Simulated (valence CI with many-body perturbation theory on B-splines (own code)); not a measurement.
# As18+: electric-dipole lines

Calculated by valence CI with perturbative core correlation (CI+MBPT): five valence electrons over a frozen Dirac-Fock core [Ne], radial functions for each j: 11 s, 11 p, 10 d, 8 f, 5 g, 2 h, with the one-electron correlation potential Σ1, the two-electron term Σ2, the three-electron term Σ3, Breit, model QED; selected CI, second order for the rest, scaled by the run's own slope (own B-spline code, finite nucleus).

No measured spectrum was set against this ion. As an estimate, levels of excited configurations hold to 0.05 to 0.15 % of their energy, terms of the ground configuration to about 0.5 %. Among the levels kept, up to 3300 cm⁻¹ of a level comes from second order outside the variational space, and about a tenth of that is noise between levels of different J, which matters for small intervals.

Lines 151 to 200 of 588 in falling wavelength, among levels below 1645500 cm⁻¹, chosen from the strongest by gf and those to the six lowest levels. Wavelengths and rates use the calculated energies, so an error of 300 cm⁻¹ moves a line at 16.32 nm by 0.049 % and its rate by three times that or more. Electric multipoles are in the length gauge, E1 and E2 with the static RPA response of the core. Weak lines are less certain than strong ones. Lines between different terms over intervals too small for the method are left out, as are lines whose strength nearly cancels. Where a level lies close to another of its J and parity, the split of strength between their lines is uncertain. The highest levels of a list are the least certain.

Names give the largest LS component (configuration and term), which can be under half, so a name can repeat, a term be missing and a line seem to break the LS rules; names also repeat where a configuration has a term twice. Letters in brackets count levels of one name in rising energy.

```tsv
λ vac (nm)	Upper	Lower	A (s⁻¹)	log gf	Branch %
16.32	3s.3p3.3d 2F°_7/2 [b]	3s2.3p2.3d 2F_7/2 [a]	7.18e+09	-0.64	13.1
16.31	3s.3p3.3d 2F°_5/2 [b]	3s2.3p2.3d 2G_7/2	1.57e+10	-0.43	13.8
16.30	3s.3p3.3d 2F°_5/2 [a]	3s2.3p2.3d 2F_5/2	6.30e+09	-0.82	30.8
16.30	3s2.3p.3d2 4G°_11/2	3s2.3p2.3d 2G_9/2	2.23e+09	-0.97	6.7
16.29	3s.3p3.3d 2D°_5/2 [f]	3s2.3p2.3d 2P_3/2 [b]	1.73e+10	-0.38	8.5
16.29	3s.3p3.3d 4D°_3/2 [c]	3s2.3p2.3d 4F_3/2	5.81e+09	-1.03	7.2
16.28	3s.3p3.3d 2D°_5/2 [e]	3s2.3p2.3d 2D_5/2 [b]	6.89e+09	-0.78	4.6
16.28	3s2.3p.3d2 2G°_9/2 [a]	3s2.3p2.3d 2F_7/2 [b]	9.42e+09	-0.43	7.9
16.27	3s.3p4 2S_1/2 [a]	3s2.3p3 4S°_3/2	1.49e+09	-1.93	6.9
16.27	3s.3p3.3d 2P°_3/2 [d]	3s.3p4 2P_3/2	1.51e+10	-0.62	9.4
16.26	3s.3p3.3d 2F°_5/2 [b]	3s.3p4 2P_3/2	6.56e+09	-0.81	5.8
16.19	3s.3p3.3d 4D°_7/2 [d]	3s2.3p2.3d 4D_5/2	3.05e+09	-1.02	3.5
16.15	3s2.3p.3d2 2P°_3/2 [a]	3s2.3p2.3d 2D_3/2 [c]	7.81e+09	-0.91	3.2
16.14	3s2.3p.3d2 2D°_3/2 [a]	3s2.3p2.3d 2D_3/2 [b]	3.05e+10	-0.32	22.9
16.13	3s2.3p.3d2 2G°_7/2 [a]	3s2.3p2.3d 2D_5/2 [b]	1.04e+10	-0.49	8.2
16.12	3s2.3p2.3d 4D_5/2	3s2.3p3 2D°_5/2	1.01e+09	-1.63	21.0
16.12	3s.3p3.3d 4D°_5/2 [a]	3s.3p4 4P_5/2	4.34e+08	-1.99	17.5
16.12	3s.3p3.3d 2D°_5/2 [f]	3s2.3p2.3d 2F_7/2 [b]	1.31e+10	-0.51	6.4
16.11	3s2.3p.3d2 4D°_5/2 [b]	3s2.3p2.3d 2P_3/2 [b]	2.41e+10	-0.25	13.8
16.09	3s.3p3.3d 2F°_7/2 [d]	3s2.3p2.3d 2G_9/2	5.42e+10	0.23	52.7
16.06	3s.3p3.3d 2D°_3/2 [c]	3s2.3p2.3d 4D_5/2	1.20e+10	-0.73	11.8
16.05	3s2.3p2.3d 4P_3/2	3s2.3p3 2P°_3/2	8.96e+08	-1.86	0.7
16.03	3s2.3p.3d2 2F°_5/2 [b]	3s2.3p2.3d 2D_5/2 [d]	5.86e+09	-0.87	3.2
15.98	3s.3p3.3d 2F°_7/2 [b]	3s2.3p2.3d 4F_7/2	4.77e+09	-0.84	8.7
15.97	3s.3p3.3d 2D°_5/2 [b]	3s2.3p2.3d 2P_3/2 [a]	7.51e+09	-0.76	20.0
15.95	3s2.3p2.3d 4D_1/2	3s2.3p3 2D°_3/2	3.59e+09	-1.56	37.6
15.94	3s2.3p.3d2 4G°_9/2	3s2.3p2.3d 4D_7/2	4.27e+09	-0.79	11.4
15.94	3s.3p3.3d 2D°_5/2 [d]	3s2.3p2.3d 2G_7/2	2.67e+10	-0.22	26.1
15.93	3s2.3p.3d2 4D°_5/2 [b]	3s2.3p2.3d 2F_7/2 [b]	9.18e+09	-0.68	5.2
15.93	3s2.3p2.3d 4P_1/2	3s2.3p3 2P°_3/2	5.23e+09	-1.40	3.9
15.93	3s2.3p.3d2 4F°_7/2	3s2.3p2.3d 2D_5/2 [a]	6.93e+09	-0.68	5.1
15.92	3s.3p3.3d 2F°_7/2 [b]	3s2.3p2.3d 2F_5/2	8.74e+09	-0.58	16.0
15.91	3s.3p3.3d 4D°_7/2 [d]	3s2.3p2.3d 4F_9/2	3.61e+10	0.04	42.0
15.91	3s.3p3.3d 4D°_5/2 [e]	3s2.3p2.3d 2F_7/2 [a]	1.37e+10	-0.51	12.5
15.90	3s.3p3.3d 4D°_1/2 [e]	3s2.3p2.3d 4D_3/2	1.27e+10	-1.02	11.2
15.89	3s.3p3.3d 2D°_5/2 [d]	3s.3p4 2P_3/2	4.24e+09	-1.02	4.2
15.86	3s.3p3.3d 4D°_7/2 [a]	3s.3p4 4P_5/2	8.61e+07	-2.59	7.5
15.85	3s2.3p.3d2 2F°_5/2 [a]	3s2.3p2.3d 2D_3/2 [a]	7.33e+09	-0.78	6.8
15.84	3s.3p3.3d 4D°_5/2 [c]	3s2.3p2.3d 2P_3/2 [a]	5.73e+09	-0.89	7.2
15.83	3s2.3p2.3d 4F_3/2	3s2.3p3 4S°_3/2	9.07e+08	-1.87	27.9
15.80	3s2.3p.3d2 4G°_5/2 [a]	3s2.3p2.3d 4D_3/2	4.87e+09	-0.96	6.2
15.73	3s2.3p.3d2 4D°_5/2 [a]	3s2.3p2.3d 4P_3/2	6.28e+09	-0.85	5.9
15.71	3s.3p3.3d 2F°_7/2 [d]	3s2.3p2.3d 2G_7/2	3.94e+09	-0.93	3.8
15.70	3s.3p3.3d 4D°_7/2 [d]	3s2.3p2.3d 2F_7/2 [a]	3.66e+09	-0.97	4.3
15.69	3s.3p4 2P_3/2	3s2.3p3 2P°_1/2	2.20e+09	-1.49	1.9
15.66	3s2.3p.3d2 2F°_7/2 [a]	3s2.3p2.3d 2D_5/2 [a]	1.51e+10	-0.35	14.9
15.65	3s2.3p.3d2 4G°_7/2	3s2.3p2.3d 4D_5/2	6.19e+09	-0.74	9.8
15.65	3s.3p3.3d 2D°_5/2 [e]	3s2.3p2.3d 2D_5/2 [a]	1.97e+10	-0.36	13.3
15.65	3s.3p3.3d 2F°_5/2 [b]	3s2.3p2.3d 4D_7/2	2.94e+10	-0.19	26.0
15.64	3s.3p3.3d 2D°_3/2 [b]	3s.3p4 2S_1/2 [a]	1.20e+10	-0.76	15.6
```

Question: How does gf follow from A for the line at 16.15 nm?

Answer: gf = 1.4992 × (2J+1)_upper × A / σ², with σ = 619106 cm⁻¹ and 2J+1 = 4: gf = 0.122.
